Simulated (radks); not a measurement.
Question: All-electron atom: the tin ion Sn+ in [Kr] 4d(3/2: 3, 5/2: 6) 5s2 5p(1/2: 2, 3/2: 0) (not the ground configuration). Method: Dirac Kohn-Sham, PBE, spin-unpolarised, spherical densities, finite nucleus; Fermi nuclear charge, rms radius 4.6519 fm; computed with a radial shooting solver on a logarithmic mesh with Libxc functionals.

Spin-orbit splittings of the eigenvalues, e(l+1/2) - e(l-1/2), with zeta = 2 splitting/(2l+1) and mean radii in bohr:

shell  occ.  splitting (eV)  zeta (eV)  <r> j=l-1/2  <r> j=l+1/2
2p        6           230.6      153.7       0.1058       0.1112
3p        6           42.13      28.09       0.3298       0.3410
3d       10           8.698      3.479       0.3124       0.3160
4p        6           7.692      5.128       0.8596       0.8882
4d        9           1.100     0.4401        1.059        1.072
5p        2               ?          ?        2.662        2.761

Estimate the 5p splitting.

Answer: 0.6811 eV (zeta = 0.4541 eV).
